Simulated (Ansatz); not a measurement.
A set of 12 reactions (ligand exchange), with CCSD(T)/CBS values in kJ/mol:

```
                                                         reaction      ΔE
`O[SiH2]C[SiH](O)O` + `[SiH3]S` → `O[SiH](O)S[SiH3]` + `C[SiH2]O`   -51.0
  `CBO[SiH2][SiH3]` + `NC[SiH3]` → `CBNC[SiH3]` + `O[SiH2][SiH3]`    -8.7
                      `C[SiH](F)F` + CH₃NH₂ → `CN[SiH](C)F` + H–F    82.4
                 `OB(O)BS` + `[AlH2][SH]` → `[AlH2][S]BS` + `OBO`   -75.2
          `NC#C[O][GeH3]` + `N=CBO` → `OB/C=[N]/[GeH3]` + `NC#CO`    46.0
               `B[O][GeH2][F]` + `CCN` → `BNCC` + `[OH][GeH2][F]`   -19.7
 `OC(F)[SiH3]` + `[NH2][GaH][OH]` → `[NH2][GaH][O][SiH3]` + `OCF`  -136.4
            `BOB[SiH3]` + `BN[SiH3]` → `BN([SiH3])[SiH3]` + `BOB`   -65.2
                        `OBS[SiH3]` + CH₃NH₂ → `CNBO` + `[SiH3]S`   -53.8
                         `C[SiH](S)Cl` + NH₃ → `C[SiH](N)S` + HCl    49.2
              `C[CH2][ZnH]` + `O[SiH3]` → `[SiH3][O][ZnH]` + `CC`  -112.1
              `BC[SiH2]Cl` + `N[SiH3]` → `[SiH3]N[SiH2]Cl` + `BC`   -55.5
```

Program: Ansatz. Geometries: PBE0-D4/def2-TZVP. ΔE: electronic, gas phase. CBS: MP2 limit from def2 TZ/QZ plus the TZ coupled-cluster correction, frozen cores. This one scheme is used for every species. Functionals use def2-TZVPP. B3LYP here is the variant with VWN-RPA as its local correlation; programs differ in this. For Ga, Ge, Zn outer-core shells are correlated without core-valence functions, which leaves a few kJ/mol of doubt a bond. Scalar relativity is left out up to krypton. Each species was taken in one conformer, which may not be the lowest.

(1) Give the mean, mean absolute and largest difference (level minus CCSD(T)/CBS, kJ/mol) for: PBE-D4, r2SCAN-D4, B3LYP-D4, B2PLYP, r2SCAN, PBE0, B3LYP, HF/def2-TZVPP, MP2/def2-TZVPP, CCSD(T)/def2-TZVPP, HF/def2-QZVPP, SCS-MP2/def2-QZVPP, HF/CBS(def2), CCSD/CBS(def2). (Best estimate.)

The largest T1 diagnostic in the set is 0.016, for `[SiH3][O][ZnH]` (customary mark 0.02).

CCSD(T)/CBS is a level of theory with its own doubt, and the functionals carry their triple-zeta basis error, so these figures describe this set and don't rank the functionals.

Results:

(1) The calculation gave: 
```tsv
level	mean	mean absolute	largest
PBE-D4	4.0	7.6	20.3
r2SCAN-D4	1.6	2.8	8.4
B3LYP-D4	0.2	1.4	4.0
B2PLYP	0.0	2.4	9.2
r2SCAN	1.9	3.1	9.5
PBE0	2.8	5.1	17.5
B3LYP	1.6	3.5	13.5
HF/def2-TZVPP	-2.7	11.8	-27.1
MP2/def2-TZVPP	-2.1	2.8	-8.8
CCSD(T)/def2-TZVPP	0.4	1.8	4.0
HF/def2-QZVPP	-3.2	12.8	-28.5
SCS-MP2/def2-QZVPP	-2.2	3.9	-9.2
HF/CBS(def2)	-3.2	13.0	-28.6
CCSD/CBS(def2)	-0.4	1.8	-3.9
```
